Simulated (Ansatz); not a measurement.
C$_{2}$H$_{10}$InNO$_{2}$Si (`C[N](C)[In]([OH])[O][SiH3]`), charge 0, multiplicity 1.

(1) Give a relaxed structure at PBE0-D4/def2-TZVP (Ansatz). (An estimate is asked.)

Answers

(1) Ansatz gave: 
Z-matrix (Å, degrees):
```
C
N 1 1.440
H 1 1.092 2 111.5
H 1 1.101 2 112.0 3 120.6
H 1 1.100 2 111.0 3 -119.6
C 2 1.441 1 113.7 3 179.3
In 2 1.987 1 123.1 3 -9.1
H 6 1.100 2 111.0 1 -59.8
H 6 1.092 2 111.4 1 -179.5
H 6 1.101 2 112.0 1 59.9
O 7 1.970 2 124.9 1 -176.9
O 7 1.983 2 121.5 1 6.1
H 11 0.961 7 111.1 2 -177.7
Si 12 1.623 7 138.0 2 -3.5
H 14 1.494 12 111.7 7 60.8
H 14 1.487 12 109.7 7 -179.0
H 14 1.494 12 111.7 7 -58.8
```
This is one stationary point; other conformers may exist.
